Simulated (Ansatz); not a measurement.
FZn, doublet, at a GFN2-xTB geometry (such geometries of metal compounds can be far from the true shape) (the spin is typed, not shown lowest); HF/def2-SVP in Ansatz (a quantum-chemistry and plane-wave program).

Here is a job for Ansatz.
Ansatz 0.2 input:
```yaml
crystal:
  periodic: [false, false, false]
  atoms:
    - {symbol: Zn, position_ang: [-0.00000000, -0.00000000, -0.41625432]}
    - {symbol: F, position_ang: [0.00000000, 0.00000000, 1.38751439]}
basis:
  gaussian:
    orbitals: def2-SVP
    point_charges:
      - {charge: -1.0, position_ang: [-0.1027, -2.1206, -2.7881]}
hamiltonian:
  xc: hf
magnetization: {spin_polarized: true, initial_magnetization: 1}
```

What the program printed (banner, timings and long lists left out):

```
Functional definition: HF
428 factors; integrals over basis functions are off by at most 7.0e-4 eV
mean field evaluation 1: about -51071.9823 eV, gradient 2.3e1 eV
mean field evaluation 2: about -51072.0209 eV, gradient 2.3e1 eV
mean field evaluation 4: about -51074.1867 eV, gradient 1.8e0 eV
mean field evaluation 8: about -51074.2514 eV, gradient 4.6e-1 eV
mean field evaluation 16: about -51074.2541 eV, gradient 2.0e-5 eV
mean field -51074.25411892 eV, -1876.9442194976 hartree, gradient 2.0e-5 eV, S^2 0.752460; 0 other end points of the search recorded, 0 dependent functions left out
reference -51074.25411892 eV, -1876.9442194976 hartree; 20, 19 occupied and 25, 26 virtual orbitals, 428 factors
Total energy: -51074.25411892 eV, -1876.9442194976 hartree
```
